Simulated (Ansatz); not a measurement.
Ideal-gas functions of Cl₂H₂O₂Sn (`[OH][Sn]([OH])([Cl])[Cl]`) at 400 K and 1 bar, from an Ansatz frequency run at PBE0-D4/def2-TZVP.

Molar mass 223.63 g/mol, point group C1 (symmetry number 1), electronic degeneracy 1, moments of inertia 246.007, 329.459, 408.321 u Å². Harmonic wavenumbers (cm⁻¹, unscaled): 78, 110, 136, 146, 153, 170, 201, 381, 400, 650, 665, 863, 890, 3866, 3879.

Use S(trans) = R[1.5 ln M + 2.5 ln T − 1.1517]; rotational temperatures θ = 24.2544 K / I; S(rot) = R[ln(√π/σ · √(T³/θAθBθC)) + 1.5]; for each mode x = 1.438777 ν̃/T, S = R[x/(eˣ − 1) − ln(1 − e⁻ˣ)] and H = RT x/(eˣ − 1); 1 cm⁻¹ = 0.0119627 kJ/mol; R = 8.31446 J/(mol·K).

Task: By hand: the entropy, in J/(mol·K).

Result: Translation 182.4. Rotation: θ = 0.0986, 0.0736, 0.0594 K, giving 124.2. Vibration, mode by mode: 18.91, 16.08, 14.34, 13.76, 13.38, 12.53, 11.19, 6.32, 5.97, 2.92, 2.80, 1.59, 1.48, 0.00, 0.00, in all 121.3. Electronic 0.0. Sum 427.9 J/(mol·K).

Task: By hand: H − E and G − E in kJ/mol, counted from the electronic energy.

Result: Zero-point energy ½ × 12588 × 0.0119627 = 75.3; thermal vibration 23.5; translation, rotation and pV give 4 RT = 13.3. H − E = 112.1 kJ/mol, and G − E = 112.1 − 400 × 427.9/1000 = -59.1 kJ/mol.

Vibration gives 28 % of the entropy, 63.1 J/(mol·K) of it from the modes under 150 cm⁻¹: soft modes count most, and the harmonic formula is weakest for them. The sum counts one conformer and one mirror image; others add a mixing term.
